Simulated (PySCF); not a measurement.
A species of formula C5H12OSSi2 has this rotational fingerprint, computed with PBE0/pcSseg-1 in PySCF (dipole) on a GFN2-xTB geometry, gas phase:

| Property | Result |
| --- | --- |
| Rotational constants | A = 2638, B = 373.4, C = 341.9 MHz |
| Dipole components | \|μa\| = 0.55 D, \|μb\| = 1.13 D, \|μc\| = 0.35 D |
| Inertial defect | -66.81 u·Å² |
| κ | -0.97 |

**Question.** Which candidate fits, each taken in the one conformer that was computed?
A. `[CH3:1][C:2](=[O:3])[C@@H:4]1[CH2:5][C@:6]1([SiH3:7])[S:8][SiH3:9]` with C1–C2–C4–C5 -163°, C5–C6–S8–Si9 18°
B. `[SiH3:1][CH2:2]/[CH:3]=[CH:4]/[Si@H:5]1[O:6][CH2:7][CH2:8][S:9]1` with Si1–C2–C3–C4 -109°, C3–C4–Si5–O6 118°, C4–Si5–O6–C7 116°, Si5–O6–C7–C8 27°, O6–C7–C8–S9 -43°, C7–C8–S9–Si5 35°
C. `[CH3:1][Si:2]([CH3:3])([CH3:4])[O:5][C:6]([SiH3:7])=[C:8]=[S:9]` with Si2–O5–C6–Si7 -179°
D. `[CH2:1]=[C:2]1[C@@H:3]([CH2:4][SiH3:5])[CH2:6][S:7][Si@@H:8]1[OH:9]` with C2–C3–C4–Si5 -166°, S7–Si8–O9–H -45°, C1–C2–C3–C4 102°, C2–C3–C6–S7 -47°, C3–C6–S7–Si8 27°, C6–S7–Si8–O9 119°

**Answer.** B. It is [SiH3]C/C=C/[Si@H]1OCCS1, a near-prolate asymmetric top, point group C1. The candidates at the same level (rigid rotor, commonest isotopes):

| SMILES | A (MHz) | B (MHz) | C (MHz) | μa (D) | μb (D) | μc (D) | Δ (u·Å²) | point group | rotor |
| --- | --- | --- | --- | --- | --- | --- | --- | --- | --- |
| C[Si](C)(C)OC([SiH3])=C=S | 1148 | 666.6 | 491.6 | 1.22 | 0.44 | 0.03 | -170.23 | near Cs | asymmetric top |
| [SiH3]C/C=C/[Si@H]1OCCS1 | 2638 | 373.4 | 341.9 | 0.55 | 1.13 | 0.35 | -66.81 | C1 | near-prolate asymmetric top |
| CC(=O)[C@@H]1C[C@]1([SiH3])S[SiH3] | 1014 | 964.5 | 598.6 | 0.87 | 2.11 | 1.41 | -178.40 | C1 | asymmetric top |
| C=C1[C@@H](C[SiH3])CS[Si@@H]1O | 1699 | 632.7 | 523.2 | 0.40 | 1.83 | 1.62 | -130.38 | C1 | asymmetric top |

`CC(=O)[C@@H]1C[C@]1([SiH3])S[SiH3]` has B 158 % too high; `C[Si](C)(C)OC([SiH3])=C=S` has B 79 % too high; `C=C1[C@@H](C[SiH3])CS[Si@@H]1O` has B 69 % too high. No structure here is proved a minimum.
